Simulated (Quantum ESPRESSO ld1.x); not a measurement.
Values are calculated unless marked as measured or tabulated.
Successive ionisation energies (eV) of one element, from differences of total energies of ions in their ground configurations, starting at charge 22: 758.25, 795.94, 834.00, 872.40, 911.08, 949.93, 1066.6, 1105.5, 1915.4, 2006.8, 2099.7, 2194.1, 2290.1, 2387.5, 2486.4, 2586.8, 2688.5, 2791.6, 3125.2, 3218.1, 3311.7, 3405.7. Level of theory: Dirac Kohn-Sham, relativistic LDA (MacDonald-Vosko exchange, VWN5 correlation), spin-unpolarised, spherical densities, point nucleus; open shells are shared between the two j in proportion to 2j + 1 (ld1.x of Quantum ESPRESSO 7.5). Which element is it?

Answer. Cerium (Z = 58). The first species listed is Ce22+ in [Kr], the last Ce43+ in [Ne] 3s2 3p3.
